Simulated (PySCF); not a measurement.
Compound: C₄H₉OSi (doublet state).
Atom-mapped SMILES: `[CH2:1]=[C:2]([CH:3][CH3:4])[O:5][SiH3:6]` (hydrogens: H7, H8 on C1; H9 on C3; H10, H11, H12 on C4; H13, H14, H15 on Si6)

Structure used (GFN2-xTB), in Å, numbered top down from 1:
```xyz
15
C4H9OSi angstrom
C     -0.310   -1.300   -1.485
C      0.150   -0.367   -0.589
C      1.474    0.055   -0.565
C      2.010    1.054    0.389
O     -0.683    0.191    0.328
Si    -2.260    0.051    0.670
H     -1.336   -1.613   -1.483
H      0.355   -1.735   -2.205
H      2.154   -0.374   -1.283
H      1.222    1.421    1.041
H      2.802    0.612    0.999
H      2.454    1.895   -0.147
H     -3.093    0.441   -0.470
H     -2.606   -1.317    1.063
H     -2.336    0.994    1.775
```

The hyperfine couplings belong to this conformer and change with its torsions.

Theory: PySCF, UKS B3LYP, pcH-1 on C H O Si, non-relativistic, mean-field spin-orbit, GIAO. Isolated species at its GFN2-xTB geometry (one conformer only). A GFN2-xTB geometry isn't a minimum of the functional, and hyperfine couplings can be far from their values at a DFT geometry. No stability test was run, so a lower SCF solution isn't excluded. ⟨S²⟩ is 0.775 where a pure state has 0.75.

Problem. The isotropic 13C couplings are +59.1, -51.4, +49.7, -23.5 MHz. Assign them to C1; C2; C3; C4.

Solution. 
| site | a_iso (MHz) | ρ(0) (bohr⁻³) | position | distance from C3 (Å) | spin population | largest \|T\| (MHz) |
| --- | --- | --- | --- | --- | --- | --- |
| C1 | +49.7 | +0.0443 | a main spin site | 2.42 | +0.63 | 94.9 |
| C2 | -51.4 | -0.0457 | 1 bond from C1 | 1.39 | -0.22 | 27.5 |
| C3 | +59.1 | +0.0526 | largest spin population | 0.00 | +0.68 | 110.1 |
| C4 | -23.5 | -0.0209 | 1 bond from C3 | 1.48 | -0.06 | 2.0 |

ρ(0) is the spin density at the nucleus and T the dipolar tensor; a_iso includes a spin–orbit part; entries for several nuclei are means. Largest spin populations (Mulliken): C3 (+0.68), C1 (+0.63) and C2 (-0.22). The angles at C3 add up to 360.0°, so it is planar; its axial dipolar tensor and the negative coupling of its proton fit spin in a p orbital normal to that plane. Main spin sites, with 60 % or more of the largest population: C1, C3; positions count bonds from the nearest.

β density exceeds α density at some nuclei, such as C2 (-0.0457), C4 (-0.0209) and H9 (-0.0093), spin density in bohr⁻³. In a single determinant that takes different orbitals for the two spins, that is spin polarisation.

Means are taken over nuclei equivalent by connectivity, which assumes that they swap fast. The three 1H nuclei of mean +55.2 MHz run from 2.2 to 83.9 MHz in the frozen geometry.
